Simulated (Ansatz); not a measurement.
Dissociation curve of SMILES [CH3][Au]<-[C-]#[N+]C. The C2–H11 bond (C2 also carries Au, H, H; H11 carries nothing else) is varied alone, starting from the PBE0/def2-SVP, def2 effective core potentials past Kr optimised geometry.

- RKS-PBE = restricted PBE/def2-SVP, def2 effective core potentials past Kr in Ansatz (an electronic-structure program)
- UKS-PBE = unrestricted PBE/def2-SVP, def2 effective core potentials past Kr (Ansatz)
- RKS-PBE0 = restricted PBE0/def2-SVP, def2 effective core potentials past Kr (Ansatz)
- UKS-PBE0 = unrestricted PBE0/def2-SVP, def2 effective core potentials past Kr in Ansatz

Energies relative to the lowest point of each curve near equilibrium, in kcal/mol; the last columns give the difference from UKS-PBE0:

```
R / Å  RKS-PBE  UKS-PBE  RKS-PBE0  UKS-PBE0  RKS-PBE − UKS-PBE0  UKS-PBE − UKS-PBE0  RKS-PBE0 − UKS-PBE0
-----  -------  -------  --------  --------  ------------------  ------------------  -------------------
0.90      24.9     24.9      23.9      23.9                 1.0                 1.0                  0.0
0.97       9.5      9.5       8.8       8.8                 0.7                 0.7                  0.0
1.04       2.1      2.1       1.7       1.7                 0.3                 0.3                  0.0
1.07       0.6      0.6       0.4       0.4                 0.2                 0.2                  0.0
1.10       0.0      0.0       0.0       0.0                 0.0                 0.0                  0.0
1.14       0.2      0.2       0.5       0.5                -0.2                -0.2                  0.0
1.17       1.1      1.1       1.5       1.5                -0.4                -0.4                  0.0
1.25       5.3      5.3       6.3       6.3                -1.0                -1.0                  0.0
1.32      10.7     10.7      12.1      12.1                -1.4                -1.4                  0.0
1.46      23.7     23.7      26.2      26.2                -2.5                -2.5                  0.0
1.60      37.7     37.7      41.2      41.2                -3.5                -3.5                  0.0
1.82      58.4     58.4      63.7      63.7                -5.3                -5.3                  0.0
2.03      75.4     75.4      82.3      82.3                -6.9                -6.9                  0.0
2.34      95.3     94.5     104.5      98.5                -3.2                -4.0                  6.0
2.71     112.0    104.2     123.8     105.9                 6.1                -1.7                 17.9
3.17     125.1    108.0     139.7     108.8                16.4                -0.8                 30.9
```

RKS-PBE is furthest from UKS-PBE0 at 3.17 (16.4 kcal/mol, above); its mean absolute difference over the points is 3.1 kcal/mol.

UKS-PBE is furthest from UKS-PBE0 at 2.03 (-6.9 kcal/mol, below); its mean absolute difference over the points is 1.9 kcal/mol.

RKS-PBE0 is furthest from UKS-PBE0 at 3.17 (30.9 kcal/mol, above); its mean absolute difference over the points is 3.4 kcal/mol.

The restricted form behind RKS-PBE, RKS-PBE0 keeps the bonding electrons paired and can't separate into open-shell fragments. The unrestricted solution behind UKS-PBE changes between 2.34 and 2.71 Å, which can leave a kink. The unrestricted determinant behind UKS-PBE is spin-contaminated at 2.34 to 3.17 Å (<S²> up to 1.0, against 0.00 for a pure singlet). The unrestricted determinant behind UKS-PBE0 is spin-contaminated at 2.03 to 3.17 Å (<S²> up to 1.0, against 0.00 for a pure singlet).
